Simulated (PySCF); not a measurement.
**Spinor energies of W⁶⁴⁺ (tungsten, charge +64)**

Start: [Ne]. Calculated with PySCF 2.14 in an uncontracted even-tempered set (17 s from 12 bohr⁻², ratio 2.6; 14 p from 15 bohr⁻², ratio 2.6; 6 d from 16 bohr⁻², ratio 2.8; 3 f from 330 bohr⁻², ratio 2.8): generalised Hartree-Fock with the X2C-1e Hamiltonian and a Gaussian nucleus; spin-orbit coupling (SO) screened by Boettger's factors.

```
spinor shell  electrons  ε, screened SO (eV)  weight of nominal j (screened SO)  rms radius, screened SO (bohr)
       1s1/2          2             -75559.8                              1.000                          0.0207
       2s1/2          2             -17503.8                              1.000                          0.0824
       2p1/2          2             -17027.9                              1.000                          0.0698
       2p3/2          4             -15622.7                              1.000                          0.0768
```

```
   quantity   screened SO
E (hartree)  -11067.96997
        M_J             0
       ⟨J²⟩         0.000
       ⟨L²⟩         0.034
       ⟨S²⟩         0.034
```

Breit and QED terms are absent; they matter most for the inner s and p1/2 levels.

Densities and radii are taken from the X2C orbitals without a picture-change correction, which distorts them close to the nucleus.
